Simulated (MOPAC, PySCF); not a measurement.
Complex: CH2O (SMILES C=O) (first 4 atoms) with H4OSi (SMILES O[SiH3]); geometry from B3LYP-D3(BJ)/def2-TZVP, rigid monomers moved along the line of their centres of mass till O2···H7 is 2.60 Å.
(charge 0, multiplicity 1):
```xyz
10

C      0.2694    -0.4880     0.0356
O     -0.7562    -0.4380     0.6653
H      0.2810    -0.8315    -1.0129
H      1.2353    -0.1931     0.4797
O      0.3401     0.6477     3.8198
Si     0.1340     0.0129     5.3222
H     -0.2229     0.3329     3.0932
H     -1.2206     0.2865     5.8656
H      1.1474     0.6497     6.1898
H      0.3361    -1.4596     5.3345
```

Interaction energies are E(AB) − E(A) − E(B) at the monomers' geometry in the complex; basis-set methods are counterpoise corrected. Rows marked so take none.

Rows in 3-21G, 6-31G* carry no dispersion term and start afresh at each structure (6-31G* with six Cartesian d functions). The state reached by PM6 isn't checked.

Run with MOPAC for PM6 (differences of heats of formation); PySCF for 3-21G rows, 6-31G* rows. Each number belongs to the level named beside it.

Task: One of these levels gives -2.59 kcal/mol for the interaction energy. Name it.
A) B3LYP/3-21G (no counterpoise)
B) HF/6-31G*
C) B3LYP/6-31G* (no counterpoise)
D) PM6

Result: D, PM6. The others give -3.47 (HF/6-31G*), -5.44 (B3LYP/3-21G (no counterpoise)), -4.37 (B3LYP/6-31G* (no counterpoise))
